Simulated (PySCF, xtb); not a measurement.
AlH6NO2Si, SMILES N[SiH2][Al]([OH])[OH].

GFN2-xTB in xtb 6.7.1 at its own geometry gives an orbital gap of 3.82 eV and a dipole moment of 1.71 D.

The structure is a stationary point at B3LYP-D3(BJ)/def2-SVP. The structure was generated by enumeration; whether it is a known compound was not checked. The values are those of a single conformer.

**Question.** What does PySCF with PBE/def2-TZVP give? (Estimate from the structure and the level; the computed values follow.)

**Answer.** gap 4.53 eV (levels -5.76 and -1.23 eV), dipole 2.10 D.
